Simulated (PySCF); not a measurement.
# Hg²⁺ (mercury, charge +2) across methods

[Xe] 4f14 5d10, closed-shell 1S. Computed with PySCF 2.14 in def2-TZVPPD with the def2 core potential (60 electrons) (6s6p3d2f1g, 62 functions), with scalar relativity through the core potential.

```tsv
method	E (hartree)	mean ε 5s (eV)	mean ε 5p (eV)	mean ε 5d (eV)	Σ⟨r²⟩ (bohr²)	⟨S²⟩
PBE	-152.4693	-135.61	-85.940	-28.841	33.85	0.000
PBE0	-152.4504	-141.00	-90.112	-30.707	33.64	0.000
CAM-B3LYP	-152.4043	-142.17	-91.479	-32.201	33.81	0.000
B97-3	-152.5003	-141.44	-90.420	-30.763	33.59	0.000
wB97X-V	-152.4329	-142.89	-92.356	-33.181	33.63	0.000
wB97X	-152.4992	-142.91	-92.300	-33.118	33.57	0.000
UHF	-151.61193	-156.08	-101.59	-35.261	33.35	0.000
r2SCAN	-152.5041	-138.21	-87.801	-29.108	33.55	0.000
LDA	-152.1849	-135.74	-86.003	-29.077	34.04	0.000
```

Energies and moments cover only the electrons outside the core potential. Spin-orbit coupling, which splits the p, d and f shells strongly at this Z, is absent.
